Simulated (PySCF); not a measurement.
## Assignment exercise: C$_{2}$H$_{10}$O$_{2}$Si$_{2}$

Molfile (atoms numbered from 1):
```
C2H10O2Si2
     RDKit          3D

 16 15  0  0  0  0  0  0  0  0999 V2000
    0.1549   -1.9794    0.1350 C   0  0  0  0  0  0  0  0  0  0  0  0
    0.5144   -0.5341    0.4555 C   0  0  0  0  0  0  0  0  0  0  0  0
   -0.5333    0.1473    1.0428 O   0  0  0  0  0  0  0  0  0  0  0  0
   -2.0107    0.4876    0.4529 Si  0  0  0  0  0  4  0  0  0  0  0  0
    0.9318    0.0854   -0.7085 O   0  0  0  0  0  0  0  0  0  0  0  0
    1.5323    1.5883   -0.8792 Si  0  0  0  0  0  4  0  0  0  0  0  0
   -0.6018   -1.9899   -0.6450 H   0  0  0  0  0  0  0  0  0  0  0  0
    1.0392   -2.5032   -0.2161 H   0  0  0  0  0  0  0  0  0  0  0  0
   -0.2317   -2.4642    1.0266 H   0  0  0  0  0  0  0  0  0  0  0  0
    1.3363   -0.5102    1.1932 H   0  0  0  0  0  0  0  0  0  0  0  0
   -2.4624    1.3707    1.5174 H   0  0  0  0  0  0  0  0  0  0  0  0
   -2.8262   -0.7274    0.3403 H   0  0  0  0  0  0  0  0  0  0  0  0
   -1.9635    1.1305   -0.8603 H   0  0  0  0  0  0  0  0  0  0  0  0
    0.5754    2.6260   -0.4953 H   0  0  0  0  0  0  0  0  0  0  0  0
    2.7410    1.7420   -0.0623 H   0  0  0  0  0  0  0  0  0  0  0  0
    1.7967    1.5396   -2.3084 H   0  0  0  0  0  0  0  0  0  0  0  0
  1  2  1  0
  2  3  1  0
  3  4  1  0
  2  5  1  0
  5  6  1  0
  1  7  1  0
  1  8  1  0
  1  9  1  0
  2 10  1  0
  4 11  1  0
  4 12  1  0
  4 13  1  0
  6 14  1  0
  6 15  1  0
  6 16  1  0
M  END
```

- geometry: GFN2-xTB
- GIAO PBE0/pcSseg-1 shieldings
- run in PySCF 2.14
- averaged over atoms made equivalent by symmetry, fast rotation or ring inversion, no solvent model, single conformer, non-relativistic

δ = σ(ref) − σ, references computed at the same level: TMS for ¹³C, ¹H.

Question: Assign these signals to the numbered atoms. ¹³C{¹H} NMR (computed): δ 94.5 (CH), 27.3 (CH3).

Answer: 
| δ (ppm) | atoms | environment | reason |
| --- | --- | --- | --- |
| 94.5 | C2 | sp3 carbon bearing two oxygens | 2 electronegative neighbours deshield it |
| 27.3 | C1 | methyl carbon | saturated and bonded to C and H only |

Question: Assign these signals to the numbered atoms. ¹H NMR (600 MHz, computed): δ 5.40 (q, 1H), 4.90 (s, 6H), 1.43 (d, 3H).

Answer: 
5.40 → H10, hydrogen on an sp3 carbon bearing two oxygens: its carbon carries O, an electronegative neighbour
4.90 → H11/H12/H13/H14/H15/H16, hydrogen on a silicon bonded to O
1.43 → H7/H8/H9, hydrogen on a methyl carbon

Shifts are as computed. Against solution values, carbons near 30 ppm lie about +3 ppm off and those near 130 ppm about +5 ppm. Of 1211 compounds with measured shifts, 218 miss one by over three times the rms of a fit or turn the order of signals round; such compounds aren't used in these exercises. Multiplicities follow the n + 1 count of equivalent neighbours, as no J values were calculated; m marks all less simple cases, F and P coupling included.
